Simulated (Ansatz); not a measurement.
H3Sn (SMILES [SnH3+]), charge +1, singlet, at a GFN2-xTB geometry (such geometries of metal compounds can be far from the true shape) (core potentials on Sn); PBE/def2-SV(P) (Ansatz, a quantum-chemistry and plane-wave program).

The Ansatz input:
Ansatz 0.2 input:
```yaml
crystal:
  periodic: [false, false, false]
  atoms:
    - {symbol: Sn, position_ang: [-0.00000000, 0.00000000, -0.00000000]}
    - {symbol: H, position_ang: [0.68972230, -0.46999010, 1.51996000]}
    - {symbol: H, position_ang: [-0.43484224, 1.65510719, -0.28003276]}
    - {symbol: H, position_ang: [-0.25488006, -1.18511710, -1.23992724]}
basis:
  gaussian:
    orbitals: def2-SV_P_.json
hamiltonian:
  xc: pbe
total_charge: 1
```
The basis file holds def2-SV(P) in the JSON format of the Basis Set Exchange.

It wrote (shortened):

```
Functional definition: PBE
438 factors; integrals over basis functions are off by at most 1.3e-4 eV
mean field evaluation 1: about -5869.9077 eV, gradient 1.0e1 eV
mean field evaluation 2: about -5870.3101 eV, gradient 4.9e0 eV
mean field evaluation 4: about -5870.4253 eV, gradient 1.5e-1 eV
mean field evaluation 8: about -5870.4095 eV, gradient 9.2e-4 eV
mean field -5870.40949778 eV, -215.7335699371 hartree, gradient 7.8e-5 eV, S^2 0.000000; 0 other end points of the search recorded, 0 dependent functions left out
reference -5870.40953197 eV, -215.7335711935 hartree; 12, 12 occupied and 20, 20 virtual orbitals, 438 factors
Total energy: -5870.40953197 eV, -215.7335711935 hartree
```
